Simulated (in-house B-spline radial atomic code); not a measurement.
**Ionising the cerium ion Ce²⁺ with different functionals**

Computed with a B-spline radial code for spherical atoms: scalar-relativistic (spin-free X2C) Hamiltonian, Fermi nucleus of rms radius 4.8771 fm, spin-polarised at highest spin, spherical fractional occupations for the functionals, the average over the highest-spin determinants for Hartree-Fock. The ionisation energy is the difference of two self-consistent energies, [Xe] 4f2 → [Xe] 4f1, without Breit or QED terms; ε is the level of the shell that loses the electron (its least bound occupied spin orbital). There is no spin-orbit coupling in this Hamiltonian.

Hybrids are left out here: with spherical fractional occupations of an open shell their exact exchange keeps a self-interaction that integer-occupation calculations don't have.

```csv
method,rung,ΔSCF (eV),-ε(4f) (eV)
Hartree-Fock,Hartree-Fock,17.61,20.61
LDA VWN5,LDA,21.27,13.72
LDA PW92,LDA,21.26,13.71
LDA exchange-only,LDA,19.65,12.24
PBE,GGA,20.97,13.46
PBEsol,GGA,21.01,13.48
BLYP,GGA,20.79,13.29
RPBE,GGA,20.91,13.41
PW91,GGA,21.06,13.54
BP86,GGA,21.06,13.53
AM05,GGA,21.04,13.49
OLYP,GGA,21.29,13.70
TPSS,meta-GGA,20.69,13.20
SCAN,meta-GGA,20.42,12.99
r2SCAN,meta-GGA,20.47,12.98
revTPSS,meta-GGA,20.66,13.17
```

How do they compare with the NIST value?

NIST lists 20.197 eV ± 0.0025 (semi-empirical, ground level to ground level). Errors run from -2.58 to +1.09 eV; SCAN is closest (+0.23 eV), but part of that can be cancellation, since the calculations leave out spin-orbit coupling, Breit-QED terms, multiplet and fine-structure energies. Hartree-Fock also lacks correlation.
